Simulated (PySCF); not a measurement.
Isomers of C6H8F3OP, mass 184.026 u with the commonest isotopes. Method used: PBE0/pcSseg-1 in PySCF (dipole) on a GFN2-xTB geometry, gas phase. One conformer each, none proved a minimum here; rigid rotors.

Question: Order these by rotational constant A, largest first.
A. `[CH2:1]=[CH:2][P@:3](=[O:4])([CH:5]1[CH2:6][CH2:7]1)[C:8]([F:9])([F:10])[F:11]` with C1–C2–P3–O4 1°, C2–P3–C5–C6 95°
B. `[CH3:1][C@H:2]1[CH2:3][P@@:4](=[O:5])([C:6]([F:7])=[C:8]([F:9])[F:10])[CH2:11]1` with C3–P4–C6–F7 -34°, C1–C2–C3–P4 103°, C2–C3–P4–O5 135°, C3–P4–C11–C2 -12°, C1–C2–C11–P4 -103°
C. `[CH3:1][P@:2]1(=[O:3])[CH:4]=[C:5]([C:6]([F:7])([F:8])[F:9])[CH2:10][CH2:11]1` with C1–P2–C4–C5 -98°, C4–C5–C10–C11 -16°, C5–C10–C11–P2 23°, C1–P2–C11–C10 86°
D. `[CH2:1]=[CH:2][CH2:3][P@:4](=[O:5])([CH:6]=[CH2:7])[C:8]([F:9])([F:10])[F:11]` with C1–C2–C3–P4 104°, C2–C3–P4–O5 -177°, C3–P4–C6–C7 129°

Answer: C (1980 MHz), B (1352 MHz), A (1167 MHz), D (1130 MHz).

Question: Order these by rotational constant B, smallest first.
A. `[CH2:1]=[CH:2][CH2:3][P@:4](=[O:5])([CH:6]=[CH2:7])[C:8]([F:9])([F:10])[F:11]` with C1–C2–C3–P4 104°, C2–C3–P4–O5 -177°, C3–P4–C6–C7 129°
B. `[CH3:1][C@H:2]1[CH2:3][P@@:4](=[O:5])([C:6]([F:7])=[C:8]([F:9])[F:10])[CH2:11]1` with C3–P4–C6–F7 -34°, C1–C2–C3–P4 103°, C2–C3–P4–O5 135°, C3–P4–C11–C2 -12°, C1–C2–C11–P4 -103°
C. `[CH3:1][P@:2]1(=[O:3])[CH:4]=[C:5]([C:6]([F:7])([F:8])[F:9])[CH2:10][CH2:11]1` with C1–P2–C4–C5 -98°, C4–C5–C10–C11 -16°, C5–C10–C11–P2 23°, C1–P2–C11–C10 86°

Answer: C (536.4 MHz), B (731.1 MHz), A (918.2 MHz).

Question: Order these by radius of gyration √(Σ m r²/M), smallest first.
A. `[CH3:1][C@H:2]1[CH2:3][P@@:4](=[O:5])([C:6]([F:7])=[C:8]([F:9])[F:10])[CH2:11]1` with C3–P4–C6–F7 -34°, C1–C2–C3–P4 103°, C2–C3–P4–O5 135°, C3–P4–C11–C2 -12°, C1–C2–C11–P4 -103°
B. `[CH2:1]=[CH:2][CH2:3][P@:4](=[O:5])([CH:6]=[CH2:7])[C:8]([F:9])([F:10])[F:11]` with C1–C2–C3–P4 104°, C2–C3–P4–O5 -177°, C3–P4–C6–C7 129°
C. `[CH3:1][P@:2]1(=[O:3])[CH:4]=[C:5]([C:6]([F:7])([F:8])[F:9])[CH2:10][CH2:11]1` with C1–P2–C4–C5 -98°, C4–C5–C10–C11 -16°, C5–C10–C11–P2 23°, C1–P2–C11–C10 86°

Answer: B (2.152 Å), A (2.227 Å), C (2.428 Å).

```tsv
SMILES	point group	Ia (u·Å²)	Ib (u·Å²)	Ic (u·Å²)	κ	μa (D)	μb (D)	μc (D)
C[C@H]1C[P@@](=O)(C(F)=C(F)F)C1	C1	373.77	691.26	760.27	-0.81	2.29	3.16	1.58
C[P@]1(=O)C=C(C(F)(F)F)CC1	C1	255.22	942.09	972.36	-0.98	0.19	1.90	2.94
C=CC[P@](=O)(C=C)C(F)(F)F	C1	447.39	550.42	706.24	-0.02	0.96	3.11	2.49
C=C[P@](=O)(C1CC1)C(F)(F)F	C1	432.98	544.98	751.66	0.03	1.96	1.08	3.32
```
